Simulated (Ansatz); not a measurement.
Single points on Ga₂O₂.

```yaml
crystal:
  periodic: [false, false, false]
  atoms:
    - {symbol: Ga, position_ang: [-0.062722, 1.051101, 0.226935]}
    - {symbol: Ga, position_ang: [-1.022955, -1.580114, 0.464926]}
    - {symbol: O, position_ang: [-0.726652, -0.374610, -0.901421]}
    - {symbol: O, position_ang: [1.812330, 0.903633, 0.209571]}
basis:
  gaussian: {orbitals: STO-3G}
magnetization: {spin_polarized: true, initial_magnetization: 4}
hamiltonian: {xc: hf}
scf: {omitted_lower_state_checks: [starts]}
output: {orbitals: {seedname: orbitals}}
```

The file start.molden holds the orbitals of an earlier run on this structure, at another level or in another basis.

```sh
$ ansatz run in.yaml --threads 4 --pin off --events-out ev --progress --plain --max-ram 3916MiB
```

It prints (some lines left out):

```
Functional definition: HF
506 factors; integrals over basis functions are off by at most 8.0e-5 eV
mean field evaluation 1: about -107456.7606 eV, gradient 3.4e1 eV
mean field evaluation 2: about -107456.8429 eV, gradient 3.4e1 eV
mean field evaluation 4: about -107468.6427 eV, gradient 1.1e1 eV
mean field evaluation 8: about -107475.2318 eV, gradient 1.6e0 eV
mean field evaluation 16: about -107475.4670 eV, gradient 2.2e-1 eV
mean field evaluation 32: about -107475.5242 eV, gradient 1.1e-2 eV
mean field -107475.52428007 eV, -3949.6526677656 hartree, gradient 3.4e-6 eV, S^2 6.084259; 0 other end points of the search recorded, 0 dependent functions left out
reference -107475.52428007 eV, -3949.6526677656 hartree; 41, 37 occupied and 5, 9 virtual orbitals, 506 factors
Total energy: -107475.52428007 eV, -3949.6526677656 hartree
Checks for a lower state left out: starts
```

Run time 1.2 s (4 threads of Arm Neoverse V2 on a shared host).

As the first input, with `gaussian: {orbitals: def2-TZVP, initial_orbitals: start.molden}`, `hamiltonian: {xc: {text: "exchange = 0.65*pbe_x + 0.35*exact_x\ncorrelation = pbe_c"}}` (abridged; 9 s):

```
Functional definition: unnamed
mean field -108830.43400155 eV, -3999.4446816395 hartree, gradient 3.3e-6 eV, S^2 6.022993
Total energy: -108830.43402709 eV, -3999.4446825780 hartree
Checks for a lower state left out: starts
```

The first input with `gaussian: {orbitals: def2-TZVP, initial_orbitals: start.molden}`, `hamiltonian: {xc: pbe0, dispersion: d4}` (abridged; 8.5 s):

```
Functional definition: PBE0
mean field evaluation 16: about -108829.6371 eV, gradient 6.5e-6 eV
mean field -108829.63712123 eV, -3999.4153968278 hartree, gradient 6.5e-6 eV, S^2 6.018251
Total energy: -108829.72933570 eV, -3999.4187856469 hartree
Checks for a lower state left out: starts
```

The first input with `gaussian: {orbitals: def2-TZVP, initial_orbitals: start.molden}`, `hamiltonian: {xc: {name: B3LYP}, dispersion: d4}` (abridged; 8.5 s):

```
Functional definition: B3LYP
mean field -108850.36583750 eV, -4000.1771631001 hartree, gradient 5.4e-6 eV, S^2 6.016251
Total energy: -108850.54682142 eV, -4000.1838141365 hartree
Checks for a lower state left out: starts
```

The first input with `gaussian: {orbitals: def2-TZVP, initial_orbitals: start.molden}`, `hamiltonian: {xc: pbe, dispersion: d4}` (abridged; 4.9 s):

```
Functional definition: PBE
mean field evaluation 16: about -108827.9339 eV, gradient 7.1e-6 eV
mean field -108827.93385295 eV, -3999.3528028730 hartree, gradient 7.2e-6 eV, S^2 6.008597
Total energy: -108828.04260766 eV, -3999.3567995348 hartree
Checks for a lower state left out: starts
```

First input, but with `gaussian: {orbitals: def2-TZVP, initial_orbitals: start.molden}`, `hamiltonian: {xc: {text: "exchange = 0.50*pbe_x + 0.50*exact_x\ncorrelation = pbe_c"}}` (abridged; 9 s):

```
Functional definition: unnamed
mean field evaluation 16: about -108831.7395 eV, gradient 5.2e-6 eV
mean field -108831.73951674 eV, -3999.4926584377 hartree, gradient 5.2e-6 eV, S^2 6.030662
Total energy: -108831.73953649 eV, -3999.4926591634 hartree
Checks for a lower state left out: starts
```

The first input with `gaussian: {orbitals: def2-TZVP, initial_orbitals: start.molden}`, `hamiltonian: {xc: hse06, dispersion: d4}` (abridged; 8.5 s):

```
Functional definition: HSE06
mean field -108829.46244948 eV, -3999.4089777593 hartree, gradient 5.9e-6 eV, S^2 6.017880
Total energy: -108829.55075816 eV, -3999.4122230436 hartree
Checks for a lower state left out: starts
```

Geometry: PBE-D4/def2-SVP.

B3LYP takes the VWN-RPA correlation. HSE06 is defined as in plane-wave codes, on full-range PBE exchange. At PBE0-D4/def2-TZVP a singlet of charge 0 lies 4.95 eV below the quintet, each at its own geometry. The structure comes from a short search, and lower isomers may exist.
